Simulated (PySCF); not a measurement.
## C₂H₃F₅S: calculation and literature

Numbering as in the mapped SMILES `[CH2:1]=[CH:2][S@OH4:3]([F:4])([F:5])([F:6])([F:7])[F:8]` (H(Xn): hydrogen on atom n). Ha(C1) is cis to S3; Hb(C1) is trans to S3.

What is known from experiment: δ ¹H H(C2) 6.63; Ha(C1) 5.96; Hb(C1) 5.64 ppm (measured; solution, not stated per compound (mostly CDCl3 or CCl4); Pretsch, Buehlmann, Badertscher, Structure Determination of Organic Compounds, 4th ed. (2009)).

PySCF 2.14 calculation with NMR shieldings at PBE0/pcSseg-1/GIAO and coordinates at the GFN2-xTB level; rapidly exchanging positions averaged, single conformer, no solvent, no relativistic terms.

(1) Set the calculated values beside the experiment.

(2) How far are the unscaled ¹H shifts from the references?

## Answers

(1) 
Reference values: measured (solution, not stated per compound (mostly CDCl3 or CCl4); Pretsch, Buehlmann, Badertscher, Structure Determination of Organic Compounds, 4th ed. (2009)).
```tsv
atoms	quantity	reference	computed	computed, scaled
H(C2)	δ ¹H	6.63	7.11	6.80
Ha(C1)	δ ¹H	5.96	6.61	6.32
Hb(C1)	δ ¹H	5.64	6.40	6.12
```

Computed shifts are σ(ref) − σ with the named reference compound (TMS for H and C) calculated as an isolated molecule at the same level. The measured values may be among those fitted. Expected solution values come from regression of measured δ (H and C: mostly CDCl3, vs TMS) on computed σ: ¹H: δ = 30.01 − 0.943σ (rms 0.17 ppm, 504 shifts, 0.18 ppm with the 4 outliers that the fit left out). A few per cent of atoms miss by over 2 rms, more outside the fitted compound classes.

(2) Mean signed difference +0.63 ppm, mean absolute 0.63 ppm over 3 comparisons; the largest is +0.76 ppm at Hb(C1) (hydrogen on a terminal =CH2 carbon).
